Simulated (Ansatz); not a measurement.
Born–Oppenheimer molecular dynamics of ClGaH2 (4 atoms, charge 0, multiplicity 1). It starts from a relaxed structure.

The calculation used Ansatz, RKS PBE0-D4/def2-TZVP.

```
ensemble        : NVT, Langevin thermostat
time step       : 2 fs
steps asked     : 40
set temperature : 400 K
friction        : 0.001 /fs
seed            : 719917
```

First frame:

```xyz
4
Properties=species:S:1:pos:R:3
Ga 0.034 0.000 0.019
H -0.098 0.000 1.570
H 1.311 0.000 -0.870
Cl -1.827 0.000 -1.055
```

How far do the bonds stretch over the last three quarters of this one trajectory? (Pairs bonded in most of those frames.)


| bond | mean (Å) | spread (Å) | shortest | longest |
| --- | --- | --- | --- | --- |
| Ga1–H2 | 1.561 | 0.014 | 1.53 | 1.58 |
| Ga1–H3 | 1.569 | 0.064 | 1.47 | 1.66 |
| Ga1–Cl4 | 2.147 | 0.015 | 2.13 | 2.18 |

Mean temperature of the second half: 206 K. The mean temperature of the second half is 49 % below the set value. A step of 2 fs is long for free X–H stretches (periods near 10 fs) and can bias their spread and the temperature. A run of 0.08 ps of so small a system gives no equilibrium averages.

The run took 40 s on 2 threads of Intel(R) Xeon(R) Platinum 8488C (Sapphire Rapids), on a shared host, peak memory 0.2 GiB.
